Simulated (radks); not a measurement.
The numbers below are computed, except where a source is named.
Problem. These are the eigenvalues of the occupied orbitals of an atom or ion with whole-number occupations (hartree). Level of theory: scalar-relativistic Kohn-Sham, LDA (Slater exchange, Perdew-Wang correlation), spin-polarised, spherical densities, finite nucleus; Fermi nuclear charge, rms radius of each element as measured or else 0.836 A^(1/3) + 0.57 fm (a radial shooting solver on a logarithmic mesh with Libxc functionals).

| orbital | eigenvalue |
|---|---|
| 1s up | -593.4558 |
| 1s down | -593.4547 |
| 2s up | -87.72932 |
| 2s down | -87.67768 |
| 2p up | -78.98680 |
| 2p down | -78.94694 |
| 3s up | -20.27434 |
| 3s down | -20.20685 |
| 3p up | -17.43411 |
| 3p down | -17.36681 |
| 3d up | -12.75625 |
| 3d down | -12.68326 |

Which element is it, and in what charge state? The configuration may be excited. Open shells, if any, are filled with parallel spins first.

Solution. Z = 38, strontium, charge +11: Sr11+ in [Ar] 3d9. The list shows which subshells hold electrons but not how many an open one holds; the 1s level, -593.46 hartree, gives Z - s = 34.5 by -(Z - s)^2/2, which with screening and relativity narrows Z to a few neighbours, and the depths of the outer levels then fix element, charge and occupations together.
